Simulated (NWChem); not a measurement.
The numbers come from NWChem runs, not from measurements. System: norbornene (C7H10), charge 0, spin multiplicity 1, at a geometry optimised with PBE0/def2-SVP. Level: G0W0@PBE0/def2-SVP, RI basis def2-svp-rifit.

Input file:

```
start mol
memory heap 200 mb stack 700 mb global 1700 mb
geometry units angstroms nocenter noautoz
  C      0.331405    -1.326235    -0.670357
  C      0.331405    -1.326235     0.670357
  C     -0.331133    -0.041200     1.121388
  C      0.667025     1.102334     0.774391
  C      0.667025     1.102334    -0.774391
  C     -0.331133    -0.041200    -1.121388
  C     -1.366069     0.141758     0.000000
  H      0.820224    -2.045148    -1.331497
  H      0.820224    -2.045148     1.331497
  H     -0.700381    -0.021732     2.155995
  H      1.661721     0.923175     1.207983
  H      0.304089     2.061962     1.174986
  H      1.661721     0.923175    -1.207983
  H      0.304089     2.061962    -1.174986
  H     -0.700381    -0.021732    -2.155995
  H     -2.138720    -0.641454     0.000000
  H     -1.843736     1.135602     0.000000
  symmetry group Cs
end
basis spherical
  * library def2-svp
end
basis "ri basis" bse spherical
  * library def2-svp-rifit
end
dft
  xc pbe0
  iterations 100
  direct
  tolerances tight
end
task dft energy
gw
  states alpha occ 4 vir 2
end
task dft gw
```

Part of the output:

```
             Northwest Computational Chemistry Package (NWChem) 7.3.0
             --------------------------------------------------------

                                NWChem Input Module
                                -------------------

 Scaling coordinates for geometry "geometry" by  1.889725989
 (inverse scale =  0.529177249)

 Turning off AUTOSYM since
 SYMMETRY directive was detected!

                             Geometry "geometry" -> ""
                             -------------------------

 Output coordinates in angstroms (scale by  1.889725989 to convert to a.u.)

  No.       Tag          Charge          X              Y              Z
 ---- ---------------- ---------- -------------- -------------- --------------
    1 C                    6.0000     0.33140500    -1.32623500    -0.67035700
    2 C                    6.0000     0.33140500    -1.32623500     0.67035700
    3 C                    6.0000    -0.33113300    -0.04120000     1.12138800
    4 C                    6.0000     0.66702500     1.10233400     0.77439100
    5 C                    6.0000     0.66702500     1.10233400    -0.77439100
    6 C                    6.0000    -0.33113300    -0.04120000    -1.12138800
    7 C                    6.0000    -1.36606900     0.14175800     0.00000000
    8 H                    1.0000     0.82022400    -2.04514800    -1.33149700
    9 H                    1.0000     0.82022400    -2.04514800     1.33149700
   10 H                    1.0000    -0.70038100    -0.02173200     2.15599500
   11 H                    1.0000     1.66172100     0.92317500     1.20798300
   12 H                    1.0000     0.30408900     2.06196200     1.17498600
   13 H                    1.0000     1.66172100     0.92317500    -1.20798300
   14 H                    1.0000     0.30408900     2.06196200    -1.17498600
   15 H                    1.0000    -0.70038100    -0.02173200    -2.15599500
   16 H                    1.0000    -2.13872000    -0.64145400     0.00000000
   17 H                    1.0000    -1.84373600     1.13560200     0.00000000

 Effective nuclear repulsion energy (a.u.)     308.4315119811

            Nuclear Dipole moment (a.u.)
            ----------------------------
        X                 Y               Z
 ---------------- ---------------- ----------------
    -0.0000000000    -0.0000037795     0.0000000000

      Symmetry information
      --------------------

 Group name             Cs
 Group number              2
 Group order               2
 No. of unique centers    10

      Symmetry unique atoms

     1    3    4    7    8   10   11   12   16   17


 Summary of "ao basis" -> "" (spherical)
 ------------------------------------------------------------------------------
       Tag                 Description            Shells   Functions and Types
 ---------------- ------------------------------  ------  ---------------------
 *                          def2-svp                  on all atoms

 new library libraries.bse/

 Summary of "ri basis" -> "" (spherical)
 ------------------------------------------------------------------------------
       Tag                 Description            Shells   Functions and Types
 ---------------- ------------------------------  ------  ---------------------
 *                       def2-svp-rifit               on all atoms

                                 NWChem DFT Module
                                 -----------------

 Summary of "ao basis" -> "ao basis" (spherical)
[...]
  ----- ------------  ---------------      ----- ------------  ---------------
     4      0.335060   1 C  px               18      0.335060   2 C  px
     7      0.244961   1 C  px               21      0.244961   2 C  px
     5      0.173235   1 C  py               19      0.173235   2 C  py
     8      0.130112   1 C  py               22      0.130112   2 C  py
    47      0.121213   4 C  py               61      0.121213   5 C  py

 Vector   27  Occ=0.000000D+00  E= 2.053827D-02  Symmetry=a"
              MO Center=  2.5D-01, -1.1D+00, -2.3D-15, r^2= 3.0D+00
   Bfn.  Coefficient  Atom+Function         Bfn.  Coefficient  Atom+Function
  ----- ------------  ---------------      ----- ------------  ---------------
    45      0.565333   4 C  s                59     -0.565333   5 C  s
     7      0.470871   1 C  px               21     -0.470871   2 C  px
     8      0.380981   1 C  py               22     -0.380981   2 C  py
     4      0.338613   1 C  px               18     -0.338613   2 C  px
    93     -0.251151   7 C  pz              120     -0.232147  12 H  s

 Vector   28  Occ=0.000000D+00  E= 6.851351D-02  Symmetry=a'
              MO Center= -3.1D-01,  8.3D-01, -1.2D-15, r^2= 8.3D+00
   Bfn.  Coefficient  Atom+Function         Bfn.  Coefficient  Atom+Function
  ----- ------------  ---------------      ----- ------------  ---------------
    87      1.056467   7 C  s                45      0.795749   4 C  s
    59      0.795749   5 C  s               145     -0.761895  17 H  s
   120     -0.735155  12 H  s               130     -0.735155  14 H  s
   110     -0.650374  10 H  s               135     -0.650374  15 H  s
   140     -0.484174  16 H  s                31      0.467820   3 C  s

 Vector   29  Occ=0.000000D+00  E= 1.041220D-01  Symmetry=a'
              MO Center=  1.1D+00,  6.5D-01, -6.5D-14, r^2= 6.3D+00
   Bfn.  Coefficient  Atom+Function         Bfn.  Coefficient  Atom+Function
  ----- ------------  ---------------      ----- ------------  ---------------
   115      1.177875  11 H  s               125      1.177875  13 H  s
   140      0.565390  16 H  s                49     -0.556996   4 C  px
    63     -0.556996   5 C  px               31     -0.520579   3 C  s
    73     -0.520579   6 C  s                 3      0.488811   1 C  s
    17      0.488811   2 C  s                45     -0.437462   4 C  s

 center of mass
 --------------
 x =  -0.00376370 y =  -0.04644917 z =  -0.00000000

 moments of inertia (a.u.)
 ------------------
         593.012545715684         -19.195418975248           0.000000000000
         -19.195418975248         458.869495156518           0.000000000000
           0.000000000000           0.000000000000         523.188356957701

     Multipole analysis of the density
     ---------------------------------

     L   x y z        total         alpha         beta         nuclear
     -   - - -        -----         -----         ----         -------
     0   0 0 0     -0.000000    -26.000000    -26.000000     52.000000

     1   1 0 0      0.037204      0.018602      0.018602     -0.000000
     1   0 1 0      0.119507      0.059756      0.059756     -0.000004
     1   0 0 1      0.000000      0.000000      0.000000      0.000000

     2   2 0 0    -32.667864    -79.144197    -79.144197    125.620531
     2   1 1 0     -0.987134     -5.540815     -5.540815     10.094496
     2   1 0 1     -0.000000     -0.000000     -0.000000      0.000000
     2   0 2 0    -32.385328   -116.369150   -116.369150    200.352973
     2   0 1 1      0.000000      0.000000      0.000000     -0.000000
     2   0 0 2    -31.384314    -98.185312    -98.185312    164.986311

 Task  times  cpu:       25.2s     wall:       25.2s

                                NWChem Input Module
                                -------------------

                                 NWChem GW Module
                                 ----------------

                             ***********************
                             ***        GW       ***
                             ***********************

 Summary of "ri basis" -> "ri basis" (spherical)
 ------------------------------------------------------------------------------
       Tag                 Description            Shells   Functions and Types
 ---------------- ------------------------------  ------  ---------------------
 C                       def2-svp-rifit             16       48   6s5p4d1f
 H                       def2-svp-rifit              6       14   3s2p1d

                 Memory Information
                 ------------------
          Available GA per process is          1699.8 MBs
          Available stack per process is        700.0 MBs
          Available heap per process is           0.0 MBs

          Peak memory in Initialization
              Peak GA per process is                 16.9 MBs
              Peak stack per process is               0.2 MBs
              Peak heap per process is               17.4 MBs
              Memory not in MA per process            0.0 MBs

          Peak memory in AFF Calculation
              Peak GA per process is                103.1 MBs
              Peak stack per process is              76.8 MBs
              Peak heap per process is                0.0 MBs
              Memory not in MA per process           76.8 MBs

          Computing 2-center integrals
          Computing Inverse Cholesky factor
          Computing 3-center integrals
          Computing V_xc ...

          Computing Sigma_x
          Computing RPA polarizability
          Solving quasiparticle equations

                  Alpha Orbitals
          State     Energy (eV)     Error (eV)
          -----------------------------------
@GW        23        -11.311           0.004
@GW        24        -10.928           0.004
@GW        25        -10.461           0.004
@GW        26         -8.521           0.004
@GW        27          3.023           0.002
@GW        28          3.855           0.004

   Applying  -1.7313 eV scissor-shift to rest of particle states

   Applying   2.4637 eV scissor-shift to rest of hole states

     GW Timing Statistics
   ------------------------
   Init.   :          0.1s
     ERIs  :          3.7s
     Distr.:          0.0s
     Vxc   :          3.8s
   Sigma_x :          0.0s
   RPA     :          9.9s
   Wmn     :          0.1s
   Sigma_c :          0.1s
   GW total:         17.7s

 Task  times  cpu:       17.7s     wall:       17.7s

 Total times  cpu:       42.9s     wall:       42.9s
```
